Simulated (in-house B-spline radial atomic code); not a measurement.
Ionising K2+ with different functionals

Computed with an all-electron radial atomic-structure program (B-spline basis): scalar-relativistic (spin-free X2C) Hamiltonian, Fermi nucleus of rms radius 3.4349 fm, spin-polarised at highest spin, spherical fractional occupations for the functionals, the average over the highest-spin determinants for Hartree-Fock. The ionisation energy is the difference of two self-consistent energies, [Ne] 3s2 3p5 → [Ne] 3s2 3p4, without Breit or QED terms; ε is the level of the shell that loses the electron (its least bound occupied spin orbital).

Hybrids are left out here: with spherical fractional occupations of an open shell their exact exchange keeps a self-interaction that integer-occupation calculations don't have.

| method | rung | ΔSCF (eV) | -ε(3p) (eV) |
| --- | --- | --- | --- |
| Hartree-Fock | Hartree-Fock | 44.41 | 45.40 |
| LDA VWN5 | LDA | 45.97 | 38.69 |
| LDA PW92 | LDA | 45.97 | 38.69 |
| LDA exchange-only | LDA | 44.11 | 36.96 |
| PBE | GGA | ? | ? |
| PBEsol | GGA | 45.74 | 38.50 |
| BLYP | GGA | 45.66 | 38.41 |
| RPBE | GGA | 45.75 | 38.52 |
| PW91 | GGA | 45.88 | 38.64 |
| BP86 | GGA | 45.91 | 38.66 |
| AM05 | GGA | 45.74 | 38.49 |
| OLYP | GGA | 45.76 | 38.57 |
| TPSS | meta-GGA | 45.85 | 38.67 |
| SCAN | meta-GGA | 45.94 | 38.90 |
| r2SCAN | meta-GGA | 45.91 | 38.87 |
| revTPSS | meta-GGA | ? | ? |

(1) What does PBE give?

(2) What does revTPSS give?

(3) How do they compare with the NIST value?

## Answers

(1) ΔSCF 45.79 eV, and -ε(3p) = 38.55 eV.

(2) ΔSCF 45.80 eV, and -ε(3p) = 38.63 eV.

(3) NIST lists 45.803 eV ± 0.0017 (semi-empirical, ground level to ground level). Errors run from -1.69 to +0.17 eV; revTPSS is closest (-0.01 eV), but part of that can be cancellation, since the calculations leave out spin-orbit coupling, Breit-QED terms, multiplet and fine-structure energies. Hartree-Fock also lacks correlation.
